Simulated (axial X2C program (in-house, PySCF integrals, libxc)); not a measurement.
**HfB⁺: cheaper levels and CCSD(T), with spin–orbit coupling**

All values were computed with an in-house all-electron X2C program for linear molecules (integrals from PySCF). Two-component (2c) means X2C with spin–orbit coupling and atomic mean-field two-electron Coulomb and Gaunt terms. Basis: Hf dyall-cv3z [13s14p9d7f4g], B dyall-v3z [7s6p2d1f] (cores contracted in-house); Gaussian nuclei, density fitting, unrestricted open shells. Masses: Hf 179.947 u, B 11.009 u.

State: Ω = 2 (⟨Sz⟩ = 1.99, ⟨Lz⟩ = 0.01 at HF); fragments Hf+ + B.

| level | Re (Å) | ωe (cm⁻¹) |
| --- | --- | --- |
| PBE0 | 2.106 | 648.2 |
| HF | 2.142 | 550.3 |
| CCSD | 2.135 | 629.7 |

Correlated methods: 6 electrons correlated (number of frozen shells: Hf 5 s, 4 p, 2 d, 1 f; B 1 s), 296 virtual spin orbitals or spinors in MP2, 89 natural virtuals in coupled cluster.

CCSD(T), same Hamiltonian and basis:

Re = 2.136 Å, ωe = 636.0 cm⁻¹; T1 = 0.046 (Lee–Taylor normalisation).

Give the differences from CCSD(T) in the columns below.



```
level  ΔRe (Å)  Δωe (cm⁻¹)
 PBE0   -0.030          12
   HF    0.006         -86
 CCSD   -0.001          -6
```

The state is one determinant whose occupation by symmetry is held fixed; it was picked as the lowest of a PBE0 search that is not exhaustive. De is not given where an atomic determinant may have missed its ground term or J level, or where the truncated virtual space spoils (T). Density functionals use the spin component along the axis (collinear). Coupled cluster ran in a truncated set of natural virtual spinors; the MP2 energy of the rest was added. (T) has no such correction and the atoms are truncated less, which lowers De at CCSD(T) by a hundredth of an eV or more. PBE0 can misorder states that lie within some tenths of an eV, so this need not be the ground state of the molecule. The nearest other 2c determinant of the search, Ω = 0, lies 0.70 eV up at the distance of the search. Without a current term, density functionals place determinants with orbital angular momentum somewhat too high. The spin of this state cannot come from the lowest atoms; the curve heads to a higher limit, and no De is given. With several unpaired electrons one determinant need not be a pure state. The outer-core s and p shells of the metal are frozen in the correlated rows, which leaves out core–valence correlation; for alkali and alkaline-earth bonds that tends to lengthen them. Open-shell Ω = 0 determinants with evenly filled partner blocks cannot be reached by this program, so the Ω shown need not be the lowest component. The T1 diagnostic is large, a sign of multireference character. With the outer-core shells frozen, correlated bond lengths of heavy atoms tend to come out a few hundredths of an ångström too long.
